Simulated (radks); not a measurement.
Problem. The mean radii <r> (bohr) of the occupied orbitals of an atom or ion are listed with their occupations. Calculated with a radial shooting solver on a logarithmic mesh with Libxc functionals: non-relativistic Kohn-Sham, r2SCAN, spin-polarised, spherical densities, point nucleus; meta-GGA in the generalised Kohn-Sham scheme.

| orbital | occ. | <r> |
|---|---|---|
| 1s up | 1 | 0.07019 |
| 1s down | 1 | 0.07019 |
| 2s up | 1 | 0.3265 |
| 2s down | 1 | 0.3265 |
| 2p up | 3 | 0.2905 |
| 2p down | 3 | 0.2905 |
| 3s up | 1 | 0.9821 |
| 3s down | 1 | 0.9830 |
| 3p up | 3 | 1.031 |
| 3p down | 3 | 1.031 |
| 5d up | 1 | 6.548 |

Name the element and its charge. Open shells, if any, are filled with parallel spins first.

Solution. Z = 22, titanium, charge +3: Ti3+ in [Ar] 5d1. The 1s radius gives Z: for a bare nucleus <r> = 1.5/Z, 0.06818 bohr for Z = 22, and screening makes it slightly larger (0.07019 here). The occupations add up to 19, and the charge is Z minus that.
